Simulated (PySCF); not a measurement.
## Tm: fine-structure interval

Tm [Xe] 4f13 6s2 [4f5/2^6 4f7/2^7, M_J = 7/2] → Tm [Xe] 4f13 6s2 [4f5/2^5 4f7/2^8, M_J = 5/2], as a difference of total energies. Calculation: PySCF 2.14, in x2c-TZVPall-2c with one added diffuse shell each of s, p, d, f type (12s12p11d5f1g, 147 functions); the two-component X2C-1e Hamiltonian. Correlated levels: [Ar] 3d10 frozen; the 18 highest virtual spinors dropped. "Screened" scales the spin-orbit matrix elements by Boettger's factors to mimic the two-electron term; Breit and QED terms are absent.

```
                    method  fine-structure interval (cm⁻¹)  error (cm⁻¹)
 GHF (screened spin-orbit)                          9692.8          +922
GMP2 (screened spin-orbit)                          9626.7          +855
     GHF (bare spin-orbit)                           16341         +7570
```

Reference: 8771.2 cm⁻¹ (measured; NIST Handbook of Basic Atomic Spectroscopic Data (Sansonetti and Martin, J. Phys. Chem. Ref. Data 34, 1559 (2005))).
